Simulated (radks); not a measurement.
Values are calculated unless marked as measured or tabulated.
Spherical quantum dot in the effective-mass picture: electrons in a parabolic well V = omega^2 r^2 / 2 with omega = 0.201, all in effective atomic units (hartree* = m*/eps^2 hartree, bohr* = eps/m* bohr), one dielectric constant everywhere. Level of theory: non-relativistic Kohn-Sham, PBEsol, spin-polarised, spherical densities (a radial shooting solver with Libxc functionals). Levels are named by radial order and angular momentum (1s, 1p, 1d, 2s, ...), and open shells are averaged over m. Results are scaled to m* = 0.234 and eps = 12.5, for which hartree* = 40.75 meV and bohr* = 2.827 nm. Each electron was tried in the lowest free levels, single moves between levels near the top were tried too, and the lowest total energy was kept; such a search can miss a lower state. The series stops at N = 7: beyond it a trial failed or the search could not be trusted, so later rows were left out. At N = 1 the Hartree and exchange-correlation terms need not cancel, so that row can carry a self-interaction error.

N	open shells	2S	mu = E(N) - E(N-1) (meV)	addition energy mu(N+1) - mu(N) (meV)	rms radius (nm)
1	1s(up 1, down 0)	1	12.444	12.26	7.789
2	none	0	24.701	14.50	8.800
3	1p(up 1, down 0)	1	39.203	7.688	10.09
4	1p(up 2, down 0)	2	46.891	7.584	10.93
5	1p(up 3, down 0)	3	54.474	9.066	11.60
6	1p(up 3, down 1)	2	63.541	6.594	12.22
7	1p(up 3, down 2)	1	70.135	-	12.75

All shells are closed at N = 2 (there: 1s2); the second difference of the energy has clear peaks (12 % above both neighbours; the first and last values, which can be the largest, are not judged, and half-filled shells can peak too) at N = 2, 5.
